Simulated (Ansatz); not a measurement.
`NBO[SiH3]` + `[GeH3][SeH]` → `[SiH3][Se][GeH3]` + `NBO`  (ligand exchange at the Si–O bond)

Program: Ansatz. Geometries: PBE0-D4/def2-TZVP. ΔE: electronic, gas phase. CCSD(T)/CBS is the MP2 limit (def2-TZVPP, def2-QZVPP) plus CCSD(T) − MP2 in def2-TZVPP, frozen cores. This one scheme is used for every species. DFT in def2-TZVPP. HSE06 is defined as in plane-wave codes. For Ge, Se outer-core shells are correlated without core-valence functions, which leaves a few kJ/mol of doubt a bond. Scalar relativity is left out up to krypton. Each species was taken in one conformer, which may not be the lowest.

CCSD(T)/CBS gives +20.2 kJ/mol.

Another level gave +11.3 kJ/mol. Which?
A. HSE06-D4/def2-TZVPP
B. CAM-B3LYP/def2-TZVPP
C. MP2/def2-TZVPP
D. B97M-V/def2-TZVPP

A. HSE06-D4 11.3, MP2/def2-TZVPP 20.6, B97M-V 28.3, CAM-B3LYP 35.7 kJ/mol.

Largest T1 diagnostic among the species: 0.012.

From BLYP to BHLYP (50 % exact exchange), in def2-TZVPP and without D4, ΔE moves by +5.8 kJ/mol. In def2-TZVPP, CCSD(T) changes the Hartree–Fock value by −18.7 kJ/mol (the triples alone add −3.3 kJ/mol) and MP2 by −23.0 kJ/mol. Leaving LDA and LC-ωPBE aside and taking each functional with its dispersion term where it has one, the values, not all of them listed here, spread over 24.5 kJ/mol, from revPBE-D4 to CAM-B3LYP-D4.
